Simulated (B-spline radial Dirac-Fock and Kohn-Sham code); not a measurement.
Level of theory: multi-electron Dirac-Fock with separately optimised hole states, Breit and Lamb-shift corrections added in first order; a radial atomic solver. Free atoms and ions in their tabulated ground configurations, energies from the vacuum level.

Question: Order these levels by binding energy, lowest first.
A. Eu⁷⁺ 4f
B. Tl⁴⁺ 5p1/2
C. Pb⁶⁺ 5p1/2
D. Gd⁺ 4d5/2
E. As⁵⁺ 3d5/2
F. Sm⁵⁺ 4f

Answer: F (82.50 eV), A (112.5 eV), E (119.0 eV), B (150.8 eV), D (164.9 eV), C (194.9 eV).

Values without a named source are computed, but for edge energies of neutral atoms, which are taken from tables.
